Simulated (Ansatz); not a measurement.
```xyz
5

Ge   -0.0015    0.0512    0.0382
H     0.8528    0.9084    0.9346
H     0.9627   -0.8642   -0.8590
H    -0.8452    0.8744   -0.9070
H    -0.9209   -0.8043    0.8926
```

Basis set: def2-SVP (spherical functions). Left uncorrelated: 9 orbitals. Charge 0, multiplicity 1.

Computed with Ansatz (development build ahead of 0.2.0); each method stands on the lowest determinant of its kind that the runs found. Restricted open shells among the atoms or ions are ROHF, correlated in semicanonical orbitals with singles.

(1) Give the atomization energy at this shape (free ground-state atoms in the same class of orbitals less the molecule, no zero-point energy) of singlet GeH₄ by RHF-MP2, RHF.

## Answers

(1)

| method | atomization energy |
| --- | --- |
| RHF-MP2 | 272.45 kcal/mol |
| RHF | 225.82 kcal/mol |
